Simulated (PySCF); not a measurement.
# C6H12OSi2: core ionisation energies

Species: C₆H₁₂OSi₂.
SMILES with atom numbers: `[CH3:1][C:2]#[C:3][Si@@H:4]1[O:5][SiH2:6][CH2:7][C@@H:8]1[CH3:9]`

Computed, not measured: PySCF, delta-SCF UKS SCAN, pcX-2 on the ionised atom, pcseg-1 elsewhere, spin-free X2C. Binding energies are ΔSCF values: E(core-ionised, relaxed orbitals) − E(ground state) at a fixed geometry, referred to the vacuum level.

Problem. Give the core binding energies atom by atom.

Solution. 
| atom(s) | environment | level | binding energy (eV) | 2p1/2 (eV) | above the level's lowest (eV) | count |
| --- | --- | --- | --- | --- | --- | --- |
| C1 | propargylic carbon | C 1s | 291.72 | – | +2.25 | 1 |
| C2 | alkyne carbon | C 1s | 290.33 | – | +0.86 | 1 |
| C3 | alkyne carbon | C 1s | 289.47 | – | 0.00 | 1 |
| Si4 | oxygen-bound silicon | Si 2p3/2 | 106.84 | 107.47 | 0.00 | 1 |
| Si4 | oxygen-bound silicon | Si 1s | 1846.82 | – | +0.02 | 1 |
| O5 | siloxane oxygen | O 1s | 537.18 | – | 0.00 | 1 |
| Si6 | oxygen-bound silicon | Si 2p3/2 | 106.91 | 107.53 | +0.07 | 1 |
| Si6 | oxygen-bound silicon | Si 1s | 1846.80 | – | 0.00 | 1 |
| C7 | sp3 carbon bound to silicon | C 1s | 289.98 | – | +0.51 | 1 |
| C8 | sp3 carbon bound to silicon | C 1s | 290.01 | – | +0.54 | 1 |
| C9 | methyl carbon | C 1s | 290.42 | – | +0.95 | 1 |

The listed C 1s values span 2.25 eV, from C3 (bonded to C (triple bond) and Si) to C1 (bonded to C and 3 H). The widest gap between neighbouring values is 1.30 eV, between 290.42 and 291.72 eV. Summing the Pauling electronegativity differences to the bonded atoms, each weighted by its formal bond order, gives -0.65 for the lowest site and -1.05 for the highest; the largest sum, 0.00, belongs to C2, 1.39 eV below the top. The smallest sum, -1.35, belongs to C7, 0.51 eV above the lowest. The values 289.98 and 290.01 eV lie too close for their order to be trusted.

The 2 Si 1s values lie within 0.02 eV of each other; Gaussian lines of 0.5 eV full width would blend them into one maximum.

The 2 Si 2p3/2 values lie within 0.07 eV of each other.

Problem. Which effective nuclear charge Zeff reproduces each element's mean 1s value in the hydrogen-like formula E = 13.606 eV × Zeff²?

Solution. C (Z = 6): mean 290.3 eV, Zeff = 4.62, Z − Zeff = 1.38; O (Z = 8): mean 537.2 eV, Zeff = 6.28, Z − Zeff = 1.72; Si (Z = 14): mean 1846.8 eV, Zeff = 11.65, Z − Zeff = 2.35. Means run over the listed sites, weighted by atom count.

Problem. Express the binding energy of Si 1s of Si4 in atomic units and per mole.

Solution. 1846.82 eV = 67.8694 Eh = 178191 kJ/mol.

The unrestricted hole states depart most from a pure doublet (⟨S²⟩ = 0.75; over 0.85 named) for C 1s of C2 (0.86), which makes this value less certain. 2p3/2 and 2p1/2 are the ΔSCF energy of one spin-free 2p hole plus the eigenvalues of a spin–orbit and ligand-field matrix of the shell. 2p1/2 minus 2p3/2 (ligand field included): Si 0.63 eV. One conformer (not necessarily the lowest) at the PBE0-D3(BJ)/def2-SVP geometry, without solvent, vibrations or thermal averaging.
